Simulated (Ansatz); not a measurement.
Geometry optimisation, Ansatz 0.2.0, RHF/def2-SVP.

Input file:

```yaml
crystal:
  periodic: [false, false, false]
  atoms:
    - { symbol: Zr, position_ang: [-0.294937, -0.382167, 0.132817] }
    - { symbol: O, position_ang: [-0.383673, -0.290206, 2.141596] }
    - { symbol: H, position_ang: [-0.519753, -0.313273, 3.069674] }
    - { symbol: O, position_ang: [1.544337, -0.488539, -0.455698] }
    - { symbol: H, position_ang: [2.409345, -0.595529, -0.80429] }
    - { symbol: O, position_ang: [-1.151582, 1.160071, -0.654623] }
    - { symbol: H, position_ang: [-1.582763, 1.876136, -1.081988] }
    - { symbol: O, position_ang: [-1.218442, -1.961753, -0.472478] }
    - { symbol: H, position_ang: [-1.665861, -2.731559, -0.770197] }
    - { symbol: Si, position_ang: [1.690317, 2.648184, 1.333197] }
    - { symbol: H, position_ang: [3.068817, 2.407369, 1.826356] }
    - { symbol: H, position_ang: [1.722211, 2.782018, -0.140541] }
    - { symbol: H, position_ang: [1.189361, 3.917893, 1.916285] }
    - { symbol: H, position_ang: [0.818423, 1.543955, 1.753189] }
basis:
  gaussian: { orbitals: def2-SVP }
hamiltonian:
  xc: hf
relax:
  f_tol: 0.03
  max_steps: 50
output:
  orbitals: {}
```

Run as:

```bash
$ ansatz run input.yaml --threads 4 --pin off --max-ram 5120MiB --backend cpu --events-out ev --progress --plain --runs-dir out
```

Problem. Where does it end, and by what steps?

Solution. The run converged. The force dipped under the threshold on the way, but the program's further checks kept it going. After 18 steps the energy has fallen by 0.321 eV; H13 moved furthest, 1.48 Å.

| step | energy less start (eV) | largest force component (eV/Å) | accepted |
| --- | --- | --- | --- |
| 0 | 0.0000 | 1.636 | yes |
| 1 | -0.2073 | 0.212 | yes |
| 2 | -0.2631 | 0.185 | yes |
| 3 | -0.2802 | 0.244 | yes |
| 4 | -0.2909 | 0.053 | yes |
| 5 | -0.2927 | 0.036 | yes |
| 6 | -0.2934 | 0.120 | yes |
| 7 | -0.2952 | 0.066 | yes |
| 8 | -0.2977 | 0.009 | yes |
| 9 | -0.3006 | 0.175 | yes |
| 10 | -0.3033 | 0.221 | yes |
| 11 | -0.3071 | 0.127 | yes |
| 12 | -0.3127 | 0.104 | yes |
| 13 | -0.3147 | 0.109 | yes |
| 14 | -0.3175 | 0.107 | yes |
| 15 | -0.3197 | 0.105 | yes |
| 16 | -0.3199 | 0.110 | yes |
| 17 | -0.3206 | 0.051 | yes |
| 18 | -0.3207 | 0.021 | yes |

```xyz
14
Properties=species:S:1:pos:R:3
Zr -0.583 -0.588 0.131
O -0.990 -0.709 2.018
H -1.168 -0.748 2.939
O 1.292 -0.141 -0.099
H 2.212 -0.062 -0.269
O -1.674 0.787 -0.685
H -2.203 1.450 -1.086
O -0.948 -2.289 -0.716
H -1.155 -3.115 -1.111
Si 2.164 2.991 1.331
H 3.302 2.043 1.270
H 1.679 3.284 -0.036
H 2.628 4.251 1.961
H 1.070 2.418 2.146
```

Whether the end is a true minimum wasn't checked by a vibrational analysis.

The run took 59 s on 4 threads of Intel(R) Xeon(R) Platinum 8259CL CPU @ 2.50GHz (Skylake/Cascade Lake), on a shared host, peak memory 0.42 GiB.
